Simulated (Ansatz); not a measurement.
`CC(C)[Si](F)(F)C(C)C` → `CC(C)(C)C[Si](C)(F)F`  (isomerisation)

Isolated molecules relaxed with PBE0-D4/def2-TZVP in Ansatz; ΔE leaves out vibrations. CBS: MP2 limit from def2 TZ/QZ plus the TZ coupled-cluster correction, frozen cores. Functionals use def2-TZVPP. B3LYP here is the variant with VWN-RPA as its local correlation; programs differ in this. One conformer a species, not always the lowest.

`CC(C)[Si](F)(F)C(C)C`:

Cartesian coordinates in Å:
```
C 0.898 -1.929 -0.854
C 0.121 -0.732 -1.404
C -0.789 -1.139 -2.563
Si -0.838 0.131 -0.061
F -2.007 -0.841 0.437
F -1.574 1.400 -0.697
C 0.138 0.692 1.423
C 1.312 1.583 1.015
C -0.760 1.383 2.450
H 0.221 -2.682 -0.440
H 1.475 -2.412 -1.649
H 1.599 -1.643 -0.066
H 0.843 0.007 -1.777
H -1.538 -1.866 -2.237
H -1.319 -0.283 -2.986
H -0.207 -1.603 -3.365
H 0.540 -0.223 1.879
H 1.889 1.885 1.894
H 1.997 1.079 0.329
H 0.962 2.496 0.525
H -1.580 0.739 2.775
H -1.198 2.296 2.037
H -0.184 1.666 3.336
```

`CC(C)(C)C[Si](C)(F)F`:

```xyz
23

C    -1.884   -0.420    1.436
C    -0.762    0.333    0.723
C     0.178    0.926    1.769
C    -1.373    1.455   -0.113
C    -0.010   -0.665   -0.177
Si    1.425   -0.142   -1.230
C     2.156   -1.535   -2.197
F     0.992    1.004   -2.256
F     2.582    0.508   -0.339
H    -1.485   -1.232    2.050
H    -2.585   -0.855    0.717
H    -2.448    0.251    2.090
H     0.978    1.512    1.312
H     0.642    0.141    2.372
H    -0.376    1.583    2.446
H    -2.036    1.056   -0.885
H    -0.608    2.055   -0.609
H    -1.963    2.122    0.522
H    -0.724   -1.132   -0.870
H     0.366   -1.492    0.442
H     2.524   -2.322   -1.534
H     1.416   -1.975   -2.870
H     2.994   -1.179   -2.800
```

```csv
level,ΔE (kJ/mol)
B97M-V,-35.3
B3LYP-D4,-25.5
ωB97M-V,-29.8
PBE,-23.4
BHLYP,-26.3
CCSD(T)/def2-TZVPP,-31.1
MP2/def2-QZVPP,-34.0
HF/CBS(def2),-24.1
```

Question: What does CCSD(T)/CBS give? (Estimate.)

Answer: The calculation gave: -31.3 kJ/mol. The listed levels differ from it by -4.0, 5.8, 1.5, 7.9, 5.0, 0.2, -2.7, 7.2 kJ/mol.

Largest T1 diagnostic among the species: 0.010.

Leaving LDA and LC-ωPBE aside and taking each functional with its dispersion term where it has one, the values, not all of them listed here, spread over 11.0 kJ/mol, from B97M-V to BLYP-D4. LDA lies −10.6 kJ/mol from PBE without D4. In def2-TZVPP, CCSD(T) changes the Hartree–Fock value by −7.2 kJ/mol (the triples alone add −1.2 kJ/mol) and MP2 by −9.9 kJ/mol. From BLYP to BHLYP (50 % exact exchange), in def2-TZVPP and without D4, ΔE moves by −5.2 kJ/mol.

CCSD(T)/CBS has its own doubt, a few kJ/mol and more with outer-core shells, so smaller differences from it don't rank the levels.
